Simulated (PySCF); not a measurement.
C2H11NSi3. Atoms are numbered in the order given.

```xyz
17

Si     2.2992     0.4239    -0.3526
N      0.5984     0.1211    -0.1010
Si    -0.6316     1.3657     0.0939
C     -2.1969     0.3099     0.0010
C     -1.8480    -1.0696     0.5916
Si    -0.0917    -1.4944     0.0335
H      2.4775     1.6560    -1.1807
H      2.9011    -0.7466    -1.0623
H      3.0415     0.6206     0.9323
H     -0.5359     2.3983    -0.9838
H     -0.5053     2.0757     1.4083
H     -3.0591     0.7766     0.5041
H     -2.4680     0.2138    -1.0647
H     -1.8421    -1.0233     1.6946
H     -2.5819    -1.8438     0.3147
H      0.6512    -2.3373     1.0221
H     -0.0602    -2.2125    -1.2810
```

Coordinates come from a PBE0-D3(BJ)/def2-SVP optimisation. The structure was generated by enumeration, and PubChem lists no compound with its InChIKey, so it may never have been made. Other conformers were not sampled.

Level of theory: PBE/def2-TZVP (PySCF).

### Question
Estimate the frontier levels, gap, dipole moment. (The exact figures need the calculation; the answer reports its results.)

### Answer

| Item | Value |
|---|---|
| highest occupied level | -6.13 eV |
| lowest empty level | -0.91 eV |
| orbital gap | 5.22 eV |
| dipole moment | 1.46 D |
| quadrupole, principal values (traceless, Buckingham form, about the centre of nuclear charge) | -2.49, -0.96, 3.45 D·Å |
